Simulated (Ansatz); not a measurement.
Start from `O[SiH2][SiH](F)S` and change one atom or group to get `F[SiH]([SiH3])S`.

Ansatz, PBE0-D4/def2-TZVP geometries, multiplicity 1. Each molecule was computed in one conformer, which needn't be the lowest.

```json
{"property": "size of the dipole moment (PBE/def2-TZVPP) / D", "`O[SiH2][SiH](F)S`": "1.42"}
{"property": "LUMO energy (PBE0/def2-TZVPP) / eV", "`O[SiH2][SiH](F)S`": "-0.85"}
{"property": "HOMO–LUMO gap (ωB97M-V/def2-TZVPP) / eV", "`O[SiH2][SiH](F)S`": "10.99"}
{"property": "LUMO energy (B3LYP/def2-TZVPP) / eV", "`O[SiH2][SiH](F)S`": "-1.03"}
{"property": "LUMO energy (PBE/def2-TZVPP) / eV", "`O[SiH2][SiH](F)S`": "-1.69"}
{"property": "LUMO energy (ωB97M-V/def2-TZVPP) / eV", "`O[SiH2][SiH](F)S`": "0.90"}
```

Question: Give the same properties after the change, and the shifts. (Best estimate.)

Answer: The calculation gave: 
| property | `F[SiH]([SiH3])S` | shift |
| --- | --- | --- |
| size of the dipole moment (PBE/def2-TZVPP) / D | 1.28 | -0.14 |
| LUMO energy (PBE0/def2-TZVPP) / eV | -0.45 | 0.40 |
| HOMO–LUMO gap (ωB97M-V/def2-TZVPP) / eV | 11.33 | 0.34 |
| LUMO energy (B3LYP/def2-TZVPP) / eV | -0.61 | 0.42 |
| LUMO energy (PBE/def2-TZVPP) / eV | -1.29 | 0.40 |
| LUMO energy (ωB97M-V/def2-TZVPP) / eV | 1.34 | 0.44 |

With PBE0 the HOMO rises by 0.14 eV and the LUMO rises by 0.40 eV, so the gap widens by about 0.26 eV. PBE moves the HOMO by 0.10 eV and ωB97M-V by 0.10 eV. Dipoles are sizes alone; their direction can turn.

B3LYP here is the variant with VWN-RPA as its local correlation; programs differ in this.
